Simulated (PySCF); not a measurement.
Gas-phase reaction: 2 In(CH₃)₂NH₂ + C₂H₄ = 2 InH₃ + 4 CH₃ + 2 HCN, at 1800 K and a standard pressure of 1 bar. Level: LDA/def2-TZVP†.

Energies from PySCF, thermal terms from the rigid-rotor harmonic-oscillator model, ideal gas at 1 bar. † marks an energy on the PBE0/def2-TZVP geometry and frequencies. Open shells (unrestricted): CH₃ (multiplicity 2); the rest are closed-shell singlets. In: scalar-relativistic def2 core potential, no spin-orbit coupling. Methyl groups turn as free rotors in In(CH₃)₂NH₂. In(CH₃)₂NH₂, InH₃: computed as isolated molecules; such fragments, hydroxides, amides, oligomers or adducts are transient or little studied in the gas. The harmonic model lacks anharmonicity and excited electronic states, which grow with temperature; levels with a mode under 35 cm⁻¹ are left out. Soft modes under 120 cm⁻¹ make the harmonic entropy rough for In(CH₃)₂NH₂.

```tsv
species	E (Ha)	H(1800 K) − E (kJ/mol)	S°(1800 K) (J/mol/K)
In(CH₃)₂NH₂	-324.42717	568.4	698.7
C₂H₄	-77.85455	278.5	359.7
InH₃	-191.53943	158.2	344.1
CH₃	-39.44186	175.8	290.1
HCN	-92.65238	125.4	283.1
```
E: electronic energy; H − E holds the zero-point and thermal terms. 1 Ha = 2625.5 kJ/mol.

Problem. Work out ΔH°, ΔS°, ΔG° and log10 K from these numbers.

Solution. 1. ΔE = 2×(-191.53943) + 4×(-39.44186) + 2×(-92.65238) − 2×(-324.42717) − 1×(-77.85455) = 0.55783 Ha = 1464.6 kJ.
2. Δ(H − E) = 2×(158.2) + 4×(175.8) + 2×(125.4) − 2×(568.4) − 1×(278.5) = -144.9 kJ, so ΔH° = 1319.7 kJ.
3. ΔS° = 2×(344.1) + 4×(290.1) + 2×(283.1) − 2×(698.7) − 1×(359.7) = 657.7 J/K; the number of gas molecules changes by +5.
4. ΔG° = ΔH° − TΔS° = 1319.7 − 1800×(657.7)/1000 = 135.8 kJ.
5. log10 K = −ΔG°/(RT ln 10) = -3.94, with RT ln 10 = 34.46 kJ/mol; at standard pressures the reactants are favoured.
6. A shift of 10 kJ in ΔE would move log10 K by 0.29 here.
7. With ΔH° and ΔS° held fixed, ΔG° changes sign near ΔH°/ΔS° = 2010 K.
8. Lowering the total pressure from 1 bar to 0.01 bar multiplies the mole-fraction quotient K_x = K (p/p°)^(−Δn) by 10^10, which pushes the balance towards the products.
For scale, ΔH°(298 K) is 1342 kJ at this level, 1068 kJ at ωB97M-V/def2-TZVP†, and runs from 665 to 1342 kJ over the 16 levels computed.
